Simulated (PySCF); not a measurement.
Geometry (Å), atoms numbered from 1 in this order:
```xyz
14

C    -2.856   -1.022    1.225
N    -1.606   -0.882    1.098
Si   -0.897    0.097   -0.177
S     0.578   -0.961   -1.302
C     1.984   -0.312   -0.321
C     1.860    1.183   -0.118
S     0.295    1.629    0.729
H    -3.270   -1.651    2.036
H    -3.615   -0.549    0.563
H    -1.976    0.593   -1.087
H     2.031   -0.841    0.643
H     2.891   -0.553   -0.897
H     2.669    1.554    0.531
H     1.912    1.713   -1.081
```

Geometry: PBE0-D3(BJ)/def2-SVP; GIAO shifts from PySCF, gas phase, non-relativistic, averaged over equivalent atoms.

At PBE0/pcSseg-1 (175 basis functions, 42 s wall time on 1 thread of an Arm Neoverse N1, shared host):
```tsv
atoms	δ (ppm)
C1	176.2
C5/C6	41.7
N2	431.7
Si3	34.0
S4/S7	-91.8
H9	8.54
H8	8.50
H10	5.58
H11/H13	2.99
H12/H14	2.81
```

Scale: ¹³C (σ = 184.41 ppm), ²⁹Si (σ = 351.99 ppm), ¹H (σ = 31.27 ppm) vs TMS; ¹⁵N (σ = 265.67 ppm) against NH3; ³³S (σ = 495.66 ppm) vs CS2 (reference shieldings calculated alike).

Task: What do these become at WP04/pcSseg-1?

Result: 
```tsv
atoms	δ at WP04/pcSseg-1	change
C1	172.3	-3.9
C5/C6	45.1	+3.4
N2	409.4	-22.3
Si3	31.0	-3.0
S4/S7	-72.5	+19.3
H9	8.12	-0.42
H8	8.05	-0.45
H10	4.98	-0.60
H11/H13	2.90	-0.09
H12/H14	2.74	-0.07
```

Referencing at the same level of theory: ¹³C (σ = 172.44 ppm), ²⁹Si (σ = 338.69 ppm), ¹H (σ = 31.56 ppm) against TMS; ¹⁵N (σ = 246.90 ppm) against NH3; ³³S (σ = 462.27 ppm) against CS2.

The largest change is at N2 (imine nitrogen). Cost: 175 basis functions, 37 s wall time on 1 thread of an Arm Neoverse N1, shared host.

Experimental scales use liquid or dissolved standards, which lie at an offset from isolated NH3 (liquid NH3: subtract about 20 ppm). Unscaled 15N shifts of sp2 nitrogen come out 20 to 40 ppm too high even then.
